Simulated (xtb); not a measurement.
xtb input:

```bash
xtb mol.xyz --gfn 2 --sp --chrg 0 --uhf 0
```
mol.xyz:
```
12

Si     0.35199636     0.43958654     1.55097957
Si     1.50587353     0.44169605    -0.50982830
Si    -0.57515096     0.02539865    -1.54636078
Si    -1.28271894    -0.90668124     0.50520951
H      1.03504449    -0.05441373     2.77127315
H     -0.20412048     1.79099482     1.81838340
H      2.36708405    -0.76499072    -0.60625747
H      2.29459835     1.63383340    -0.90533954
H     -0.62657317    -0.79671422    -2.77972757
H     -1.28352107     1.30879027    -1.78759265
H     -0.87944249    -2.33479437     0.57546672
H     -2.70306967    -0.78270545     0.91379396
```

Problem. Which total energy does the run end on?

Solution. -10.91049 Eh (GFN2-xTB).
